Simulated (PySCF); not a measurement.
CH₂O₃, SMILES O=C(O)O.

Coordinates come from a B3LYP-D3(BJ)/def2-SVP optimisation. The values are those of a single conformer.

All values below come from PBE/def2-TZVPD run with PySCF.

Symmetry labels are those of the subgroup C2v that the program uses (full group C2v).

Problem. List the valence orbital energies around the gap with their symmetry. (Estimate from the structure and the level; the computed values follow.)

Solution. 
```json
[
 {"orbital": "HOMO−7", "symmetry": "B2", "energy (eV)": "-13.82"},
 {"orbital": "HOMO−6", "symmetry": "A1", "energy (eV)": "-12.29"},
 {"orbital": "HOMO−5", "symmetry": "B1", "energy (eV)": "-12.15"},
 {"orbital": "HOMO−4", "symmetry": "B2", "energy (eV)": "-11.34"},
 {"orbital": "HOMO−3", "symmetry": "A1", "energy (eV)": "-9.98"},
 {"orbital": "HOMO−2", "symmetry": "A2", "energy (eV)": "-8.70"},
 {"orbital": "HOMO−1", "symmetry": "B1", "energy (eV)": "-7.93"},
 {"orbital": "HOMO", "symmetry": "B2", "energy (eV)": "-7.04"},
 {"orbital": "LUMO", "symmetry": "A1", "energy (eV)": "-0.95"},
 {"orbital": "LUMO+1", "symmetry": "B1", "energy (eV)": "-0.47"},
 {"orbital": "LUMO+2", "symmetry": "B2", "energy (eV)": "-0.07"},
 {"orbital": "LUMO+3", "symmetry": "A1", "energy (eV)": "1.22"}
]
```
